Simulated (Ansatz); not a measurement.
Geometry optimisation, RKS PBE-D4/STO-3G in Ansatz 0.2.0.

input.yaml

```yaml
crystal:
  periodic: [false, false, false]
  atoms:
    - { symbol: F, position_ang: [-2.3467, 0.2864, 0.7362] }
    - { symbol: Si, position_ang: [-1.0825, 0.6043, 1.5947] }
    - { symbol: O, position_ang: [0.0416, -0.5095, 1.1388] }
    - { symbol: C, position_ang: [0.2264, -0.9434, -0.2173] }
    - { symbol: Si, position_ang: [1.1363, 0.0571, -1.4731] }
    - { symbol: H, position_ang: [-1.3921, 0.4834, 3.0358] }
    - { symbol: H, position_ang: [-0.5495, 1.9705, 1.2986] }
    - { symbol: H, position_ang: [0.6779, -1.9188, -0.1786] }
    - { symbol: H, position_ang: [-0.8494, -1.1311, -0.5679] }
    - { symbol: H, position_ang: [0.5234, 1.4107, -1.5907] }
    - { symbol: H, position_ang: [2.5287, 0.2377, -0.9795] }
    - { symbol: H, position_ang: [1.1629, -0.6023, -2.7629] }
basis:
  gaussian: { orbitals: STO-3G }
hamiltonian:
  xc: pbe
  dispersion: d4
relax:
  f_tol: 0.02
  max_steps: 40
scf:
  lower_state_search: "off"
output:
  orbitals: {}
```

Command:

```bash
$ ansatz run input.yaml --threads 1 --pin off --max-ram 2048MiB --backend cpu --events-out ev --progress --plain --runs-dir out
```

Question: Where does it end, and by what steps?

Answer: The run converged. Limits of this set-up: minimal basis. After 8 steps the energy has fallen by 0.734 eV; H6 moved furthest, 0.47 Å.

```tsv
step	energy less start (eV)	largest force component (eV/Å)	accepted
0	0.0000	3.832	yes
1	-0.5565	1.685	yes
2	-0.6990	0.376	yes
3	-0.7214	0.152	yes
4	-0.7291	0.204	yes
5	-0.7321	0.085	yes
6	-0.7334	0.047	yes
7	-0.7339	0.052	yes
8	-0.7343	0.017	yes
```

```xyz
12
Properties=species:S:1:pos:R:3
F -2.549 0.166 1.000
Si -1.043 0.592 1.534
O 0.063 -0.702 1.203
C 0.103 -1.004 -0.247
Si 1.178 0.139 -1.354
H -1.002 0.734 2.988
H -0.664 1.853 0.879
H 0.537 -2.030 -0.321
H -0.921 -1.083 -0.694
H 0.555 1.441 -1.533
H 2.492 0.326 -0.760
H 1.328 -0.486 -2.661
```

Time of the run: 24 s on 1 CPU thread of a shared host.
